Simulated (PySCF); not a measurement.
**Mo: excitation energy**

Mo [Kr] 4d5 5s1 (7S) → Mo [Kr] 4d4 5s2 (5D), as a difference of total energies. Calculation: PySCF 2.14, in x2c-TZVPPall with one added diffuse shell each of s, p, d, f type (9s7p7d3f1g, 95 functions); scalar relativity by spin-free X2C-1e. Correlated levels: valence: [Kr] frozen. The calculations carry no spin-orbit coupling.

| method | excitation energy (cm⁻¹) |
| --- | --- |
| UHF | 17711 |
| MP2 (valence) | 14906 |
| SCS-MP2 (valence) | 8880.5 |
| CCSD (valence) | 13660 |
| CCSD(T) (valence) | 12965 |

A first-order spin-orbit estimate (lowest level to lowest level, LS coupling) adds -0.135 eV.

The coupled-cluster amplitudes are large for the upper state (T1 above 0.03 or a double amplitude above 0.15), so a single reference is strained.
